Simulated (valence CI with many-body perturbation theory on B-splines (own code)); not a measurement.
## Sensitivity of CI+MBPT for Mo XI

Calculated by configuration interaction combined with many-body perturbation theory (CI+MBPT): four valence electrons over a frozen Dirac-Fock core [Ar] 3d10, a basis of 6 s, 6 p, 5 d, 3 f, 1 g functions for each j, with the one-electron correlation potential Σ1, the two-electron term Σ2, the three-electron term Σ3, Breit, model QED; selected CI, second order for the rest, scaled by the run's own slope (own B-spline code, finite nucleus).

No measured spectrum was set against this ion. As an estimate, levels hold to about 250 cm⁻¹ or 0.2 % of their energy and the worst to 1 %, as in measured heavy ions of charge 2 to 7; those with d or f electrons hold less well.

The reference run has the lowest level 4s2.4p2 3P_0 and an ionisation energy of 209.245 eV. Its largest variational space holds 9962 state functions.

Names give the largest LS component (configuration and term), which can be under half, so a name can repeat, a term be missing and a line seem to break the LS rules; names also repeat where a configuration has a term twice.

Changed runs:
A. scale of Σ1 1 → 0; scale of Σ2 1 → 0; three-electron term on → off; orbitals per symmetry with explicit Σ2 and valence Breit (the others get mean screening factors) 5 → 1
B. averaging of valence orbitals over low configurations on → off
C. size limit of the variational space 10000 → 1500
D. logarithmic knot step 0.27 → 1.1 (bad on purpose)

Excitation energies of the reference run in cm⁻¹, and shifts in cm⁻¹:

```
                 Level  Reference       A        B         C       D
          4s2.4p2 3P_1      17583    -595     +0.7      +0.5    +276
          4s2.4p2 3P_2      27173    -554     +1.4      +0.2    +294
          4s2.4p2 1D_2      54854    -845     +2.8      -3.1    +458
          4s2.4p2 1S_0      85159    -229     -1.0      -0.9    +102
          4s.4p3 5S°_2     200635   -4718     +7.0      +8.3  -21336
          4s.4p3 3D°_1     250257   -2725     +5.4      +6.5  -20920
          4s.4p3 3D°_2     251265   -2915     +5.7      +7.7  -20899
          4s.4p3 3D°_3     258251   -3217     +6.5      +4.4  -20800
          4s.4p3 3P°_0     284017   -2221     +3.1      +1.1  -20933
          4s.4p3 3P°_1     286495   -2261     +3.5      +5.8  -20869
          4s.4p3 3P°_2     289425   -2370     +4.0      +4.5  -20570
          4s.4p3 1D°_2     320142   -1048     +4.3      -1.8  -19331
Ionisation energy (eV)    209.245  -0.839  +0.0014  +3.1e-05  -0.308
```
